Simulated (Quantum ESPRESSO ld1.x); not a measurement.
Values are calculated unless marked as measured or tabulated.
Q: All-electron atom: the phosphorus ion P2+ in [He] 2s2 2p4 3s2 3p1 4p2 (not the ground configuration). Code: ld1.x of Quantum ESPRESSO 7.5. Model: scalar-relativistic Kohn-Sham, LDA (Slater exchange, Perdew-Zunger correlation), spin-polarised, spherical densities, point nucleus; open shells are filled with parallel spins first. Some entries of the table are withheld. Estimate them.

orbital  occ.  eigenvalue (Ry)  <r^2> (bohr^2)
1s up       1         -160.893         0.01451
1s down     1         -160.524         0.01446
2s up       1         -19.0121          0.2892
2s down     1         -18.4383          0.2941
2p up       3         -15.7425          0.2465
2p down     1         -15.0837          0.2534
3s up       1         -3.97182           2.426
3s down     1         -3.77578           2.491
3p up       1         -3.14263           2.727
3p down     0         -2.94881           2.820
3d up       0         -1.95456           3.262
3d down     0         -1.78334           3.398
4s up       0         -1.27979           13.13
4s down     0         -1.12484           13.82
4p up       2              (1)           15.70
4p down     0              (2)           17.22
4f up       0         -0.50563           24.13
5p up       0         -0.44257           56.17
4f down     0         -0.40441           32.08
5p down     0         -0.40192           65.04

A: 
(1) 4p up eigenvalue (Ry): -1.04707
(2) 4p down eigenvalue (Ry): -0.89838
